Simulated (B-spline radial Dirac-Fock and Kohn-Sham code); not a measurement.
Level of theory: multi-electron Dirac-Fock with separately optimised hole states, Breit and Lamb-shift corrections added in first order; a radial B-spline solver. Free neutral atoms.

Problem. Order these X-ray lines by photon energy, lowest first.
A. W Lβ3
B. Nd Lγ4
C. Os Lβ7
D. Yb Lα2
E. Sm Lγ5
F. Er Lγ1

Solution. E (6955.3 eV), B (7111.7 eV), D (7368.1 eV), F (9079.6 eV), A (9822.3 eV), C (10779.5 eV).

Values without a named source are computed, but for edge energies of neutral atoms, which are taken from tables.
